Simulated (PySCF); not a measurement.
Computed shifts of a molecule C2H3Cl2FSi, PBE0/pcSseg-1 run with PySCF, GIAO, gas phase, atoms alike by connectivity averaged where their shifts nearly agree, in ppm (number of nuclei): ¹³C: 151.4 (1), 138.6 (1). ²⁹Si: 0.4 (1). ¹⁹F: -135.6 (1). ¹H: 6.83 (2), 6.32 (1). References: ¹³C against TMS (σ = 186.3 ppm); ²⁹Si against TMS (σ = 352.7 ppm); ¹⁹F against CFCl3 (σ = 167.2 ppm); ³⁵Cl against HCl (σ = 945.9 ppm); ¹H against TMS (σ = 31.56 ppm), references at their B3LYP-D3(BJ)/def2-TZVP geometries, non-relativistic (without spin–orbit terms, shifts of atoms bonded to Cl or Br come out too high). Coordinates come from a PBE0-D3(BJ)/def2-SVP optimisation. One conformer was computed; it need not be the lowest.

Problem. Which molecule gave these data?
A) C=C[Si](F)(Cl)Cl
B) C=C(Cl)[Si@@H](F)Cl
C) F/C(=C/Cl)[SiH2]Cl
D) FC([SiH3])=C(Cl)Cl

Solution. A, C=C[Si](F)(Cl)Cl
